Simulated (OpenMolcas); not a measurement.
Co2+ (d7) in a complex was computed by SS-CASPT2, IPEA 0.25 Eh, imaginary shift 0.1 Eh with the d shell active (OpenMolcas, ANO-RCC-VTZP on the metal). Its lowest spin-free states, and all those of the highest spin:

```csv
2S+1,Degeneracy,E (cm-1)
4,1,0
4,2,410
4,1,3150
4,2,6850
2,1,10970
4,1,12610
2,2,14350
2,1,15710
2,1,16220
2,1,17440
2,2,17660
4,2,17690
4,1,25910
```

**Question.** Is the site octahedral, tetrahedral or cube-like, axial, or of lower symmetry?

**Answer.** The states with 2S+1 = 4 have orbital degeneracies 1, 2, 1, 2, 1, 2, 1. There are pairs but no triples, so the site is axial: not cubic, but with a proper or improper axis of order three or more. The run had Co2+ with 5 ligands (fluoride) in square pyramidal coordination (C4v) at 1.98 Å, the axial distance 2.091 Å. A charge of +0.6 e stands 2.6 Å behind each ligand. Ligand basis ANO-RCC-VDZP.

Over all roots computed the reference weight is 0.73 to 0.74; a low but even weight reflects the number of correlated electrons. Spin-orbit coupling mixes the spin-free states strongly: the lowest level takes only 63 % from its leading state, an unlabelled state of the same spin as most of the rest. A single d shell leaves out the double-shell effect, which counts most for late 3d ions, where the CASPT2 field can be off either way by tens of per cent. Ligand-to-metal charge-transfer states are missing. For late 3d ions with one d shell CASPT2 can put B and the spin-flip bands somewhat low as well as high. Free-ion shares, where given, are those of the reference states; single-state CASPT2 does not remix them. No measured value stands beside these numbers; the geometry is a model, was not optimised and need not be the one that this ion takes.
